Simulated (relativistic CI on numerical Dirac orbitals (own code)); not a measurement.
Li⁺: sensitivity of the levels to the model

Base calculation: Dirac-Coulomb-Breit CI, separate exchange-only KLI orbitals for each configuration, QED by a radiative potential, valence Slater integrals scaled by 0.85, P86 correlation energy added to each configuration.

Configurations in the expansion: 1s², 1s2s, 1s2p, 1s3s, 1s3p, 1s3d, 1s4s, 1s4p, 1s4d, 1s4f, 1s5s, 1s5p, 1s5d, 1s5f, 1s5g, 1s6s, 1s6p, 1s6d. Levels of other configurations are missing.

Variants: (1) no correlation estimate; (2) valence Slater integrals scaled by 0.75; (3) Breit term removed. Shifts of the energy above 1s² ¹S0, in cm⁻¹, for the lowest level and the first level of each name with at least 55 % of one term (blank where a level changes its place among those of its configuration and J or its character, or is not in the variant):

```csv
Level,Base,Δ(1),Δ(2),Δ(3),Measured
1s² ¹S0,0,0,0,0,0
1s2s ³S1,470106,-2420,+396,+57,476034
1s2s ¹S0,482931,-2434,-1179,+50,
1s2p ³P°1,488684,-2848,+237,+52,494260
1s2p ³P°2,488686,-2848,+237,+56,494262
1s2p ³P°0,488690,-2848,+237,+44,494266
1s2p ¹P°1,496376,-2856,-709,+58,501808
1s3s ³S1,549541,-4009,+103,+57,554754
1s3s ¹S0,553206,-4007,-311,+54,558777
1s3p ³P°1,554361,-4048,+76,+55,559500
1s3p ³P°2,554361,-4048,+76,+56,559500
1s3p ³P°0,554363,-4048,+76,+53,559501
1s3d ³D2,554839,-3109,+1,+57,
1s3d ³D3,554839,-3109,+1,+57,
1s3d ³D1,554840,-3109,+1,+56,
1s3d ¹D2,554880,-3109,-4,+57,
1s3p ¹P°1,557018,-4049,-230,+57,561752
1s4s ³S1,575142,-4585,+43,+57,
1s4s ¹S0,576766,-4583,-130,+55,
1s4p ³P°2,577082,-4589,+35,+56,
1s4p ³P°1,577082,-4589,+35,+56,
1s4p ³P°0,577083,-4589,+35,+55,
```

Correlation outside the listed configurations is missing or only estimated: errors of thousands of cm⁻¹ between configurations and terms are usual at this charge. Rates and lifetimes follow the computed energies and can be off by large factors. The fine structure of a lone outer electron comes out too small, for d and f at times inverted, and misplaced configurations move strength between like terms. 11 of the 11 excited levels that our extract of the measured tables holds in this range could be paired (the sources list more); they are missed by 5366 cm⁻¹ on average and 5928 at most, and levels without a partner can miss by more.

Measured levels: NIST Handbook of Basic Atomic Spectroscopic Data (Sansonetti and Martin, J. Phys. Chem. Ref. Data 34, 1559 (2005)).

Ionisation energy from the two ground configurations alone: base 75.25 eV; no correlation estimate 74.45 eV. The NIST ASD value (theoretical) is 75.6401 eV.
